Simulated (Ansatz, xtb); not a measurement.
Breaking the Al1–H2 bond in AlFH2 (SMILES [F][AlH2]) (multiplicity 1 held, fragments rigid). Energies count from the point at 1.570 Å.
Geometry at that point (charge 0, multiplicity 1):
```xyz
4

Al    -0.247    -0.479     0.158
H      0.471    -1.312     1.279
H     -1.589    -0.859    -0.560
F      0.481     0.933    -0.309
```

Restricted levels (R-, RO-) in cc, def2 and unpolarised 6-31G sets keep to the state of the molecule at rest. Unrestricted levels (U-) break spin symmetry where that is lower. Active spaces are followed from a long bond inwards. Left out are points that failed, MP2 points that dive below the minimum, coupled-cluster points behind a jump of the amplitudes or a sharp parting from full CI or MRCI, small-basis points behind a change of solution, and semi-empirical points at long bonds. Curves can end on different states.

Cores are frozen in the correlated methods.

Run with Ansatz (Gaussian basis) for Hartree–Fock, density functionals and correlated methods; xtb for the GFN methods. Each number belongs to the level named beside it. The GFN methods have no spin term and hold the electronic entropy of 300 K.

Energies in eV.

| R (Å) | GFN2-xTB | U-SCS-MP2/cc-pV(D+d)Z | R-CCSDT/cc-pV(D+d)Z | SC-NEVPT2 on CASSCF(2,2)/cc-pV(D+d)Z | FIC-MRCISD+Q on CASSCF(2,2)/cc-pV(D+d)Z |
|---|---|---|---|---|---|
| 1.256 | 0.85 | 1.10 | 1.11 | 1.13 | 1.10 |
| 1.413 | 0.09 | 0.22 | 0.22 | 0.24 | 0.22 |
| 1.570 | 0.00 | 0.00 | 0.00 | 0.00 | 0.00 |
| 1.727 | 0.17 | 0.15 | 0.14 | 0.11 | 0.14 |
| 1.884 | 0.44 | 0.49 | 0.46 | 0.41 | 0.47 |
| 2.119 | 0.92 | 1.17 | 1.09 | 1.01 | 1.10 |
| 2.355 | 1.45 | 2.08 | 1.74 | 1.63 | 1.74 |
| 2.747 | 2.32 | 3.13 | 2.62 | 2.48 | 2.63 |
| 3.140 | 3.10 | 3.48 | 3.19 | 3.04 | 3.20 |
| 3.611 | 3.82 | 3.61 | 3.52 | 3.36 | 3.53 |
| 4.239 | 4.39 | 3.65 | 3.66 | 3.50 | 3.66 |
| 5.024 | left out | 3.66 | 3.69 | 3.53 | 3.69 |

Doubts at one or more of the structures used: a spin-contaminated determinant (U-SCS-MP2/cc-pV(D+d)Z); a restricted determinant that unrestricted orbitals would lower (R-CCSDT/cc-pV(D+d)Z); other coupled-cluster roots lie near (R-CCSDT/cc-pV(D+d)Z); T1 above 0.05 (R-CCSDT/cc-pV(D+d)Z).

Ansatz is a quantum-chemistry and plane-wave program.
